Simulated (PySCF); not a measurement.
Zr⁺ (zirconium, charge +1): UHF calculation

Configuration: [Kr] 4d1 5s1 5p1, one real determinant (an excited configuration). Computed with PySCF 2.14 in dyall-av2z (22s15p11d2f, 136 functions), with the non-relativistic Hamiltonian (point nucleus).

- Total energy: -3538.639910 hartree
- One-electron energy: -4876.8154 hartree
- Hartree (Coulomb) energy: 1448.5014 hartree
- Exchange energy: -110.3259 hartree
- Kinetic energy: 3538.61560 hartree
- ⟨S²⟩: 3.7528
- ⟨L²⟩: 8.505
- Sum of ⟨r⟩: 29.49 bohr
- Sum of ⟨r²⟩: 56.48 bohr²
- Traceless quadrupole moment −½Σ⟨3z² − r²⟩ along its main axis: -5.65 e·bohr²
- Density at the nucleus (Gaussians lack the cusp): 44300 bohr⁻³
- Spin density at the nucleus: 5.41 bohr⁻³
- Langevin diamagnetic susceptibility: -44.7 ×10⁻⁶ cm³/mol

```
shell  electrons  mean orbital energy (eV)  spread (eV)  rms radius, mean of both spins (bohr)
 1s α          1                  -17717.7            0                                 0.0441
 1s β          1                  -17717.7            0                                 0.0441
 2s α          1                   -2498.0            0                                  0.181
 2s β          1                   -2497.7            0                                  0.181
 2p α          3                   -2283.0        0.033                                  0.159
 2p β          3                   -2282.7        0.097                                  0.159
 3s α          1                   -448.24            0                                  0.499
 3s β          1                   -448.00            0                                  0.499
 3p α          3                   -365.64        0.232                                  0.501
 3p β          3                   -365.43        0.116                                  0.501
 3d α          5                   -215.89        0.791                                  0.494
 3d β          5                   -215.55        0.198                                  0.494
 4s α          1                   -77.446            0                                   1.31
 4s β          1                   -75.717            0                                   1.31
 4p α          3                   -51.938        0.588                                   1.46
 4p β          3                   -49.923        0.847                                   1.46
 4d α          1                   -19.060            0                                   2.11
 5s α          1                   -14.729            0                                   3.51
 5p α          1                   -10.294            0                                   4.34
```

⟨L²⟩ = 8.50 against 12 for a pure F term, so this real determinant mixes terms. A non-relativistic calculation at this Z misses sizeable relativistic shifts.

Spin-orbit constants ζ (cm⁻¹) from the X2C one-electron operator on these orbitals (non-relativistic here): bare nucleus, nucleus screened by l(l+1)(2l+1)/3 electrons, and screened by the Breit-Pauli mean field of the electrons.

| shell | bare | screened nucleus | mean field |
| --- | --- | --- | --- |
| 2p | 426600 | 405300 | 394900 |
| 3p | 67600 | 64220 | 62220 |
| 3d | 10350 | 7760 | 7371 |
| 4p | 8101 | 7696 | 7424 |
| 4d | 646.3 | 484.7 | 440.8 |
| 5p | 679.7 | 645.7 | 621.3 |

To first order the Landé constant is A = 167.0 cm⁻¹, so the lowest level has J = 3/2 and lies 0.124 eV below the centre of the term. This holds in LS coupling only.
